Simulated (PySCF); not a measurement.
## Fractional electron number in Mn²⁺ (manganese, charge +2)

The 3d alpha orbital of [Ar] 3d5 is emptied in steps (occupation f), with all orbitals relaxed, ending at [Ar] 3d4. Calculation: PySCF 2.14, in aug-cc-pVTZ (8s7p5d3f2g, 93 functions); no relativity, point nucleus. The exact energy is a straight line in f; departures are measured from the line between the end points of the same method.

```csv
f,BHandHLYP (eV),wB97X (eV),HSE06 (eV)
1,0.000,0.000,0.000
0.8,-0.482,-0.495,-0.975
0.6,-0.731,-0.752,-1.473
0.4,-0.738,-0.760,-1.482
0.2,-0.496,-0.511,-0.994
0,0.000,0.000,0.000
```

**Question.** For wB97X, how does the orbital energy at f = 1 compare with the removal energy?

**Answer.** −ε = 30.579 eV against a total-energy difference of 33.633 eV. By Janak's theorem ε = ∂E/∂f, so the gap between them reflects the curvature. Along the path −ε is 31.744 (f = 0.8), 32.963 (f = 0.6), 34.228 (f = 0.4), 35.530 (f = 0.2) eV.

```json
{"method": "BHandHLYP", "E(f=0) − E(f=1) (eV)": "33.692", "−ε at f=1 (eV)": "30.710", "−ε at f=0.4 (eV)": "34.273"}
{"method": "wB97X", "E(f=0) − E(f=1) (eV)": "33.633", "−ε at f=1 (eV)": "30.579", "−ε at f=0.4 (eV)": "34.228"}
{"method": "HSE06", "E(f=0) − E(f=1) (eV)": "34.060", "−ε at f=1 (eV)": "28.010", "−ε at f=0.4 (eV)": "35.251"}
```

Reference removal energy between the ground levels: 33.668 ± 0.012 eV (measured; NIST Atomic Spectra Database, ionization energies). The calculation has no spin-orbit coupling. The determinant left behind need not be the lowest term of the ion.
